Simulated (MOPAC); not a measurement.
Input for MOPAC: AM1 on GaH5N2 (SMILES [NH2][GaH][NH2]), a point of a torsion scan.

```
AM1 1SCF PRECISE CHARGE=0 THREADS=1
GaH5N2

N      1.61707647 1    -0.25303229 1    -0.07384332 1
Ga     0.24803444 1     0.89716396 1     0.38017311 1
N     -0.84138025 1     1.43149245 1    -0.95720193 1
H      1.41147836 1    -1.24781344 1    -0.02839834 1
H      2.50630704 1    -0.12989527 1     0.40536715 1
H     -0.02642995 1     1.50828720 1     1.77206690 1
H     -0.72185239 1     1.14047188 1    -1.91956165 1
H     -1.67080474 1     2.00433173 1    -0.87788124 1
```

Program output:

```
*******************************************************************************
 **                                                                           **
 **                              MOPAC v23.2.5                                **
 **                                                                           **
 *******************************************************************************
 ** MOPAC's Digital Object Identifier: https://doi.org/10.5281/zenodo.6511958 **
 **                                                                           **
 ** Please cite the open-source release paper for use of this MOPAC version:  **
 ** J. E. Moussa and J. J. P. Stewart (2026)                                  **
 ** MOPAC: An open-source semiempirical molecular orbital program             **
 ** J. Open Source Softw., 11(119), 8025, https://doi.org/10.21105/joss.08025 **
 *******************************************************************************

                              AM1 CALCULATION RESULTS

 *******************************************************************************
 *  AM1        - The AM1 Hamiltonian to be used
 *
 *
 *
 *                 CHARGE ON SYSTEM = 0
 *
 *
 *
 *  PRECISE    - TIGHTER CRITERIA TO BE USED
 *  1SCF       - DO 1 SCF AND THEN STOP
 *  THREADS=1  - MULTI-THREADING NOT USED
 *  T=         - A TIME OF 172800.0 SECONDS REQUESTED
 *  DUMP=N     - RESTART FILE WRITTEN EVERY 7200.0 SECONDS REQUESTED
 *******************************************************************************
AM1 1SCF PRECISE CHARGE=0 THREADS=1
 GaH5N2

   ATOM   CHEMICAL          X               Y               Z
  NUMBER   SYMBOL      (ANGSTROMS)     (ANGSTROMS)     (ANGSTROMS)

     1       N          1.61707647  *  -0.25303229  *  -0.07384332  *
     2      Ga          0.24803444  *   0.89716396  *   0.38017311  *
     3       N         -0.84138025  *   1.43149245  *  -0.95720193  *
     4       H          1.41147836  *  -1.24781344  *  -0.02839834  *
     5       H          2.50630704  *  -0.12989527  *   0.40536715  *
     6       H         -0.02642995  *   1.50828720  *   1.77206690  *
     7       H         -0.72185239  *   1.14047188  *  -1.91956165  *
     8       H         -1.67080474  *   2.00433173  *  -0.87788124  *



          CARTESIAN COORDINATES

    NO.       ATOM           X           Y           Z

     1         N          1.6171     -0.2530     -0.0738
     2        Ga          0.2480      0.8972      0.3802
     3         N         -0.8414      1.4315     -0.9572
     4         H          1.4115     -1.2478     -0.0284
     5         H          2.5063     -0.1299      0.4054
     6         H         -0.0264      1.5083      1.7721
     7         H         -0.7219      1.1405     -1.9196
     8         H         -1.6708      2.0043     -0.8779

  H: (AM1): M.J.S. DEWAR ET AL, J. AM. CHEM. SOC. 107 3902-3909 (1985)
  N: (AM1): M.J.S. DEWAR ET AL, J. AM. CHEM. SOC. 107 3902-3909 (1985)
 Ga: (AM1): J. J. P. STEWART, J. MOL. MOD., 10, 155-164 (2004)

           Empirical Formula: H5 N2 Ga  =     8 atoms



      MOLECULAR POINT GROUP   :   C1


      RHF CALCULATION, NO. OF DOUBLY OCCUPIED LEVELS = 9


 -------------------------------------------------------------------------------
 AM1 1SCF PRECISE CHARGE=0 THREADS=1
 GaH5N2



     1SCF WAS SPECIFIED, SO BFGS WAS NOT USED
     SCF FIELD WAS ACHIEVED


                              AM1 CALCULATION
                                                       MOPAC v23.2.5 Linux




          FINAL HEAT OF FORMATION =         42.14570 KCAL/MOL =     176.33763 KJ/MOL


          COSMO AREA              =         98.26 SQUARE ANGSTROMS
          COSMO VOLUME            =         79.11 CUBIC ANGSTROMS

          IONIZATION POTENTIAL    =          9.046916 EV
          HOMO LUMO ENERGIES (EV) =         -9.047 -1.378
          NO. OF FILLED LEVELS    =          9
          MOLECULAR WEIGHT        =        102.7879         POINT GROUP:  C1

          MOLECULAR DIMENSIONS (Angstroms)

            Atom       Atom       Distance
            H     8    H     5     4.86312
            H     7    H     6     3.50126
            H     5    H     4     1.41384


          SCF CALCULATIONS        =          1





   ATOM   CHEMICAL          X               Y               Z
  NUMBER   SYMBOL      (ANGSTROMS)     (ANGSTROMS)     (ANGSTROMS)

     1       N          1.61707647  *  -0.25303229  *  -0.07384332  *
     2      Ga          0.24803444  *   0.89716396  *   0.38017311  *
     3       N         -0.84138025  *   1.43149245  *  -0.95720193  *
     4       H          1.41147836  *  -1.24781344  *  -0.02839834  *
     5       H          2.50630704  *  -0.12989527  *   0.40536715  *
     6       H         -0.02642995  *   1.50828720  *   1.77206690  *
     7       H         -0.72185239  *   1.14047188  *  -1.91956165  *
     8       H         -1.67080474  *   2.00433173  *  -0.87788124  *

                             CARTESIAN COORDINATES

   1    N        1.617076470    -0.253032290    -0.073843320
   2   Ga        0.248034440     0.897163960     0.380173110
   3    N       -0.841380250     1.431492450    -0.957201930
   4    H        1.411478360    -1.247813440    -0.028398340
   5    H        2.506307040    -0.129895270     0.405367150
   6    H       -0.026429950     1.508287200     1.772066900
   7    H       -0.721852390     1.140471880    -1.919561650
   8    H       -1.670804740     2.004331730    -0.877881240


           Empirical Formula: H5 N2 Ga  =     8 atoms



      MOLECULAR POINT GROUP   :   C1


                  EIGENVALUES
 -32.44509 -30.77948 -16.94293 -15.57144 -14.01576 -13.06600 -11.21886 -10.95886
  -9.04692  -1.37787   0.77709   1.15429   1.35957   4.61822   5.50307   5.68589
   6.40676


              NET ATOMIC CHARGES AND DIPOLE CONTRIBUTIONS

  ATOM NO.   TYPE          CHARGE      No. of ELECS.   s-Pop       p-Pop
    1          N          -0.547022        5.5470     1.60127     3.94576
    2         Ga           0.469420        2.5306     0.26269     2.26789
    3          N          -0.423046        5.4230     1.57025     3.85279
    4          H           0.148744        0.8513     0.85126
    5          H           0.129726        0.8703     0.87027
    6          H          -0.115912        1.1159     1.11591
    7          H           0.175739        0.8243     0.82426
    8          H           0.162351        0.8376     0.83765
 DIPOLE           X         Y         Z       TOTAL
 POINT-CHG.    -1.307     0.492    -0.063     1.398
 HYBRID        -0.217    -0.386    -0.014     0.443
 SUM           -1.524     0.107    -0.077     1.530


          ATOMIC ORBITAL ELECTRON POPULATIONS

     Atom    s        px        py        pz
    1  N   1.60127   1.19639   1.15557   1.59379
    2 Ga   0.26269   0.57201   0.80080   0.89507
    3  N   1.57025   1.27992   1.33553   1.23735
    4  H   0.85126
    5  H   0.87027
    6  H   1.11591
    7  H   0.82426
    8  H   0.83765

 **********************
 *                    *
 * JOB ENDED NORMALLY *
 *                    *
 **********************




 == MOPAC DONE ==
```

The run finished.

Cost: roughly 0.020 core-seconds.
